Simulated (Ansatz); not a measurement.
Mulliken charges of `C[SiH](F)P` from B3LYP/def2-TZVPP in Ansatz (PBE0-D4/def2-TZVP geometry).

| atom | x (Å) | y (Å) | z (Å) | charge (e) |
| --- | --- | --- | --- | --- |
| C1 | 0.050 | 1.335 | 0.093 | -0.381 |
| Si2 | -0.313 | -0.391 | 0.671 | 0.599 |
| F3 | 0.460 | -0.621 | 2.060 | -0.335 |
| P4 | 0.328 | -2.033 | -0.726 | -0.151 |
| H5 | -0.481 | 1.542 | -0.839 | 0.102 |
| H6 | -0.270 | 2.066 | 0.840 | 0.109 |
| H7 | 1.119 | 1.470 | -0.086 | 0.106 |
| H8 | -1.765 | -0.571 | 0.936 | -0.103 |
| H9 | -0.513 | -1.525 | -1.755 | 0.026 |
| H10 | 1.468 | -1.323 | -1.193 | 0.028 |

**Question.** By hand: the dipole of these point charges (1 e Å = 4.8032 D).

**Answer.** Σ q r = (-0.160, 0.293, -0.393) e Å, of length 0.516 e Å = 2.48 D.

**Question.** How does the dipole of the full density compare? (An estimate is asked.)

**Answer.** The calculation gave: (-0.076, 0.310, -0.303) e Å, 2.11 D; the point charges give 1.18 times that, at 12° from its direction.

Point charges leave out the atoms' own dipoles, such as those of lone pairs, and Mulliken's split depends on the basis, so the two needn't agree.

B3LYP here is the variant with VWN-RPA as its local correlation; programs differ in this.
